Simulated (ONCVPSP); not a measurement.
## Configuration tests for F (ONCV)

ONCVPSP 4.0.1 input, shortened (lines: element, Z, core and valence counts, functional; n l f; lmax; l rc ep ncon nbas qcut; lloc lpopt rc5 dvloc0; l nproj debl; icmod fcfact rcfact), PBEsol, non-relativistic:

```
  F 9.00    1    2  -116133      upf
    1    0    2.00
    2    0    2.00
    2    1    4.50
    2
    0    0.75    0.00    4    8    9.70
    1    0.95    0.00    4    8   18.50
    2    0.80    0.14    4    8   11.00
    0    5    0.75    0.00
    0    0    0.70
    1    2    1.70
    2    2    2.70
    3    1.50    1.50
```

Energies are relative to the spin-unpolarised reference configuration 2s2 2p4.5; without spin polarisation the order of configurations can differ from experiment.

```
valence configuration  charge  ΔE all-electron (eV)  error AE − PS (meV)
              2s2 2p5       0                -7.516                 +0.4
              2s2 2p4      +1                11.812                 +0.8
```

What are ΔE and the potential's error for 2s2 2p2?

ΔE = 110.594 eV all-electron; the error (AE − PS) is +71 meV.

What are ΔE and the potential's error for 2s2 2p3?

ΔE = 50.101 eV all-electron; the error (AE − PS) is +14 meV.

Levels in the configuration 2s2 2p3:

```csv
level,all-electron (eV),pseudo (eV)
2s,-67.655,-67.644
2p,-48.883,-48.856
```
